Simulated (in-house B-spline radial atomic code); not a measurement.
# Ge IX (Ge8+): [Ar] 3d6 (with a hole in an inner shell)

Level of theory: Dirac-Hartree-Fock, average of configuration, Fermi nucleus of rms radius 4.0742 fm; calculated with an all-electron radial atomic-structure program (B-spline basis).

Screening seen three ways: the hydrogenic charge with the same mean radius, Z_r = [3n² - l(l+1)]/(2<r>), the one with the same energy, Z_e = n√(-2ε), and Slater's rules. Values are occupation-weighted means over j.

```tsv
shell	electrons	ε (eV)	<r> (bohr)	Z_r	Z_e	Slater
1s	2	-11371	0.04698	31.93	28.91	31.70
2s	2	-1641.8	0.2088	28.74	21.97	27.85
2p	6	-1453.6	0.1833	27.28	20.67	27.85
3s	2	-370.19	0.5972	22.60	15.65	20.75
3p	6	-308.1	0.608	20.56	14.28	20.75
3d	6	-214.16	0.6071	17.30	11.90	12.25
```

The least bound orbital is 3d5/2 at -213.9 eV, while the most diffuse is 3p3/2 (<r> = 0.6106 bohr against 0.6081 bohr): energy order and size order differ.

Spin-orbit splittings of the orbital energies (j = l + 1/2 above j = l - 1/2 when positive): 2p 32.22 eV, 3p 5.045 eV, 3d 0.7776 eV.

For the 1s electron the small component carries 1.34 % of the norm, the zero-frequency Breit interaction raises the level by 16.24 eV, self-energy by 8.384 eV, and vacuum polarisation lowers it by 0.8085 eV.
